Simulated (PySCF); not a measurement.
Si(H)(OH)(SeH)2 (H4OSe2Si), SMILES O[SiH]([SeH])[SeH]. Geometry optimised at PBE-D3(BJ)/def2-SVP. This is a generated structure with no PubChem entry under its InChIKey; it may be hypothetical. Other conformers were not sampled.

Method: PBE-D3(BJ)/def2-SVP (PySCF 2.14.0).

Harmonic wavenumbers (cm⁻¹): 94, 126, 160, 210, 227, 327, 356, 425, 601, 630, 728, 765, 853, 893, 2199, 2341, 2360, 3739. Rotational constants (GHz): 3.146, 0.9169, 0.7414; symmetry number 1.

Q: Work out the zero-point energy and the ideal-gas rigid-rotor harmonic-oscillator thermochemistry at 298.15 K and 1 atm.

A: ZPE = ½ Σ hcν = ½ × 17033 cm⁻¹ = 24.35 kcal/mol. H − E(el) = 29.71 kcal/mol. Entropy in cal/(mol K): translation 41.87, rotation 29.40, vibration 18.05, total 89.32. G − E(el) = 3.08 kcal/mol. Cp = 26.52 cal/(mol K). Modes under 150 cm⁻¹ make the vibrational entropy uncertain.
